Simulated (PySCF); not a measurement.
A PySCF script (with the pyscf-properties extension) for the NMR shieldings of SMILES CC1=C(C#N)CO[C@@H]1CF, C$_{7}$H$_{8}$FNO, on a GFN2-xTB geometry:

```python
import basis_set_exchange as bse
import numpy as np
from pyscf import gto, dft
from pyscf.prop import nmr

atoms = """
C    -1.280680   -1.343012    0.700958
C    -0.500482   -0.145541    0.312168
C    -0.867493    0.899985   -0.438847
C    -2.118128    1.130639   -1.028056
N    -3.143501    1.323628   -1.504542
C     0.289061    1.853187   -0.587812
O     1.280848    1.355411    0.295080
C     0.946632    0.039666    0.697191
C     1.850529   -1.010293    0.023473
F     1.500735   -1.186025   -1.290698
H    -1.193331   -1.523161    1.772045
H    -0.895650   -2.220606    0.180589
H    -2.327872   -1.217212    0.437667
H     0.658826    1.863910   -1.623592
H     0.039270    2.877686   -0.291783
H     1.112027   -0.038295    1.781214
H     1.751190   -1.983342    0.513662
H     2.889259   -0.670306    0.039627
"""
names = dict.fromkeys(["C", "N", "O", "F", "H"], "pcSseg-1")
basis = {el: gto.basis.parse(bse.get_basis(n, elements=[el], fmt="nwchem")) for el, n in names.items()}
mol = gto.M(atom=atoms, basis=basis, charge=0, verbose=0)
mf = dft.RKS(mol, xc="PBE0")
mf.grids.level = 2
mf.grids.alignment = dft.numint.BLKSIZE   # the property module wants whole blocks of grid points
mf.conv_tol = 1e-9
mf.kernel()

calc = nmr.RKS(mf)   # GIAO
C = mf.mo_coeff
Co = C[:, mf.mo_occ > 0]
resp = mf.gen_response(singlet=True, hermi=2)
def vind(x):   # induced exchange potential for any number of trial vectors
    d = np.einsum("pi,xij,qj->xpq", C, 2 * x.reshape(-1, C.shape[1], Co.shape[1]), Co, optimize=True)
    return np.einsum("xpq,pi,qj->xij", resp(d - d.transpose(0, 2, 1)), C, Co, optimize=True).ravel()
mo1, _ = nmr.rhf.solve_mo1(calc, with_cphf=vind)
sigma = calc.kernel(mo1)
for i, s in enumerate(sigma):   # ppm
    print("%2d %-2s %9.2f" % (i, mol.atom_pure_symbol(i), np.trace(s) / 3))
```

Task: What are the results?

Result: 
```
 0 C     171.27
 1 C      22.74
 2 C      70.79
 3 C      69.15
 4 N     -62.83
 5 C     104.71
 6 O     277.66
 7 C      90.89
 8 C      98.17
 9 F     431.88
10 H      29.86
11 H      29.73
12 H      28.84
13 H      26.66
14 H      26.73
15 H      26.90
16 H      27.08
17 H      26.76
```

These numbers come from an equivalent density-fitted implementation of the same equations, which agrees with the script to about 0.01 ppm for H and up to a few tenths of a ppm for heavy atoms, so last digits may differ.

Task: Turn these shieldings into chemical shifts. Scale: 13C (σref 186.93) and 1H (σref 31.72) against TMS; 15N (σref 267.73) vs NH3; 17O (σref 336.08) vs H2O; 19F (σref 170.95) against CFCl3 (reference shieldings calculated alike).

Result: Averaging equivalent atoms: C 1: 164.2; C 3: 117.8; C 2: 116.1; C 7: 96.0; C 8: 88.8; C 5: 82.2; C 0: 15.7; N 4: 330.6; O 6: 58.4; F 9: -260.9; H 13: 5.06; H 14: 4.99; H 17: 4.96; H 15: 4.81; H 16: 4.64; H 10/11/12: 2.24 ppm. Unscaled 19F shifts against computed CFCl3 carry errors that often reach 10 to 50 ppm. Experimental scales use liquid or dissolved standards, which lie at an offset from isolated NH3 (liquid NH3: subtract about 20 ppm) and H2O (liquid H2O: subtract about 36 ppm). Unscaled 15N shifts of sp2 nitrogen come out 20 to 40 ppm too high even then.

Size and cost of the density-fitted run: 210 basis functions, 26 s wall time on 1 thread of an Intel Xeon 6975P-C, shared host; peak memory 0.95 GiB.
